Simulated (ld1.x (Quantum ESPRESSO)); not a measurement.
## What one change does to a pseudopotential (Sb (Z = 51), TM)

- Element: Sb (Z = 51)
- Generator: ld1.x (Quantum ESPRESSO) 7.5
- Type: norm-conserving Troullier–Martins (Kleinman–Bylander form)
- Functional: PBEsol
- Relativity: scalar-relativistic
- Frozen core: [Kr] 4d10
- Valence charge: 5
- Reference configuration: 5s2 5p3
- Partial waves: 5p (bound): rc 2.60 bohr; 5d channel at -0.05 Ry: rc 2.35 bohr; 5s (bound): rc 1.50 bohr
- Local potential: the s channel
- Core correction: Bessel-smoothed model core inside 0.70 bohr

Change: wave 5p (bound): rc 2.60 bohr becomes 5p (bound): rc 2.96 bohr.

Cutoffs: the cutoffs (Ry, on a coarse ladder) from which the occupation-weighted sum of valence levels, in a spherical-Bessel basis at the reference potential, stays within 10 and 1 mRy of its value at 400 Ry; they do not see the model core or the augmentation charge, which bear on the density cutoff. Errors are all-electron minus pseudo energies relative to the spin-unpolarised reference configuration.

Question: What does the change do?

Answer: The potential gets neither clearly harder nor softer (50 Ry and 110 Ry → 50 Ry and 110 Ry); both files keep a bound ghost (d); of the 7 tests that both files solve, the error grows in 4 and shrinks in 2 by more than 15 % and 0.3 meV (median size 30.3 → 22.1 meV).

```tsv
quantity	base	changed
cutoff, loose	50 Ry	50 Ry
cutoff, tight	110 Ry	110 Ry
loose cutoff by channel (10 mRy a level)	p 10 Ry, s 35 Ry	p 6 Ry, s 35 Ry
bound ghosts	d	d
error for 5s2 5p2, meV [ΔE 8.34 eV]	-5.6	-6.7
error for 5s2 5p1, meV [ΔE 24.36 eV]	-36	-47
error for 5s2 5p0, meV [ΔE 48.80 eV]	-131	-180
error for 5s1 5p4, meV [ΔE 8.14 eV]	-17	-9.0
error for 5s2 5p3.3, meV [ΔE -1.16 eV]	+0.2	+0.2
error for 5s1 5p3, meV [ΔE 17.11 eV]	-30	-22
error for 5s1 5p0, meV [ΔE 93.13 eV]	-482	-587
```

 A true bound ghost makes a file unfit for plane-wave use even where its test errors are small: the radial tests pick states by their node count and pass the ghost by.
